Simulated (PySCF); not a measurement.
C₂H₆Be, charge +1, doublet, geometry from GFN2-xTB (such geometries of metal compounds can be far from the true shape) (a state made from the parent by changing its charge; the spin is typed, not shown lowest); DF-R2SCAN/def2-TZVP in PySCF.

PySCF was given this input:
```python
from pyscf import gto, scf, dft

mol = gto.Mole()
mol.atom = '''
    Be    0.00812463    0.00589847   -0.01851476
    C     1.34497829    0.16811655   -1.10203987
    H     2.01726522   -0.68433485   -0.98249935
    H     1.88396477    1.09122848   -0.87703616
    H     0.98021078    0.20130722   -2.13099014
    C    -1.34075965   -0.18920584    1.04437132
    H    -1.85838819   -1.12238919    0.81194380
    H    -2.02886923    0.64945052    0.91682337
    H    -0.98791959   -0.21694345    2.07777343
'''
mol.basis = 'def2-tzvp'
mol.charge = 1
mol.spin = 1
mol.verbose = 4
mol.build()

mf = dft.UKS(mol)
mf.xc = 'r2scan'
mf = mf.density_fit(auxbasis='def2-universal-jkfit')
mf.kernel()
```

Write the output that PySCF gives for this input, abridged.


```
PySCF version 2.14.0

[INPUT] verbose = 4
[INPUT] num. atoms = 9
[INPUT] num. electrons = 21
[INPUT] charge = 1
[INPUT] spin (= nelec alpha-beta = 2S) = 1
[INPUT] symmetry False subgroup None
[INPUT] Mole.unit = angstrom
[INPUT] Symbol           X                Y                Z      unit          X                Y                Z       unit  Magmom
[INPUT]  1 Be     0.008124630000   0.005898470000  -0.018514760000 AA    0.015353325563   0.011146492854  -0.034987825662 Bohr   0.0
[INPUT]  2 C      1.344978290000   0.168116550000  -1.102039870000 AA    2.541640611586   0.317694236507  -2.082553532651 Bohr   0.0
[INPUT]  3 H      2.017265220000  -0.684334850000  -0.982499350000 AA    3.812078786410  -1.293205443995  -1.856654689063 Bohr   0.0
[INPUT]  4 H      1.883964770000   1.091228480000  -0.877036160000 AA    3.560177443629   2.062122966525  -1.657358143740 Bohr   0.0
[INPUT]  5 H      0.980210780000   0.201307220000  -2.130990140000 AA    1.852329918546   0.380415512698  -4.026987738749 Bohr   0.0
[INPUT]  6 C     -1.340759650000  -0.189205840000   1.044371320000 AA   -2.533668537368  -0.357547218768   1.973575767150 Bohr   0.0
[INPUT]  7 H     -1.858388190000  -1.122389190000   0.811943800000 AA   -3.511844712226  -2.121008174272   1.534351410539 Bohr   0.0
[INPUT]  8 H     -2.028869230000   0.649450520000   0.916823370000 AA   -3.834007187257   1.227283614256   1.732545073901 Bohr   0.0
[INPUT]  9 H     -0.987919590000  -0.216943450000   2.077773430000 AA   -1.866897458193  -0.409963705018   3.926422731598 Bohr   0.0

nuclear repulsion = 50.7646432191274
number of shells = 55
number of NR pGTOs = 168
number of NR cGTOs = 117
basis = def2-tzvp
ecp = {}

******** <class 'pyscf.df.df_jk.DFUKS'> ********
method = DFUKS
initial guess = minao
damping factor = 0
level_shift factor = 0
DIIS = <class 'pyscf.scf.diis.CDIIS'>
diis_start_cycle = 1
diis_space = 8
diis_damp = 0
SCF conv_tol = 1e-09
SCF conv_tol_grad = None
SCF max_cycles = 50
direct_scf = False
number electrons alpha = 11  beta = 10
XC library pyscf.dft.libxc version 7.1.2
    S. Lehtola, C. Steigemann, M. J. T. Oliveira, and M. A. L. Marques,  SoftwareX 7, 1–5 (2018)
XC functionals = r2scan
    J. W. Furness, A. D. Kaplan, J. Ning, J. P. Perdew, and J. Sun,  J. Phys. Chem. Lett. 11, 8208–8215 (2020)
    J. W. Furness, A. D. Kaplan, J. Ning, J. P. Perdew, and J. Sun,  J. Phys. Chem. Lett. 11, 9248–9248 (2020)
    J. W. Furness, A. D. Kaplan, J. Ning, J. P. Perdew, and J. Sun,  J. Phys. Chem. Lett. 11, 8208–8215 (2020)
    J. W. Furness, A. D. Kaplan, J. Ning, J. P. Perdew, and J. Sun,  J. Phys. Chem. Lett. 11, 9248–9248 (2020)
radial grids:
    Treutler-Ahlrichs [JCP 102, 346 (1995); DOI:10.1063/1.469408] (M4) radial grids

becke partition: Becke, JCP 88, 2547 (1988); DOI:10.1063/1.454033
pruning grids: <function nwchem_prune>
grids dens level: 3
symmetrized grids: False
atomic radii adjust function: <function treutler_atomic_radii_adjust>
small_rho_cutoff = 0
Set gradient conv threshold to 3.16228e-05
tot grids = 100808
init E= -94.3192120740261

cycle= 1 E= -94.1436531063601  delta_E= 0.176  |g|= 0.234  |ddm|= 1.43
cycle= 2 E= -94.137845323532  delta_E= 0.00581  |g|= 0.257  |ddm|= 0.352
cycle= 3 E= -94.1739303070742  delta_E= -0.0361  |g|= 0.0163  |ddm|= 0.18
cycle= 4 E= -94.1740519106392  delta_E= -0.000122  |g|= 0.011  |ddm|= 0.0218
cycle= 5 E= -94.1738408680341  delta_E= 0.000211  |g|= 0.0195  |ddm|= 0.03
cycle= 6 E= -94.1741428001156  delta_E= -0.000302  |g|= 0.0036  |ddm|= 0.0234
cycle= 7 E= -94.174154156269  delta_E= -1.14e-05  |g|= 0.000345  |ddm|= 0.00414
cycle= 8 E= -94.1741543544922  delta_E= -1.98e-07  |g|= 6.65e-05  |ddm|= 0.00101
cycle= 9 E= -94.1741543607536  delta_E= -6.26e-09  |g|= 1.32e-05  |ddm|= 0.000176
cycle= 10 E= -94.1741543609694  delta_E= -2.16e-10  |g|= 5.63e-06  |ddm|= 2.56e-05
Extra cycle  E= -94.1741543607633  delta_E= 2.06e-10  |g|= 1.69e-05  |ddm|= 2.22e-05
converged SCF energy = -94.1741543607633  <S^2> = 0.76066686  2S+1 = 2.0106386
```
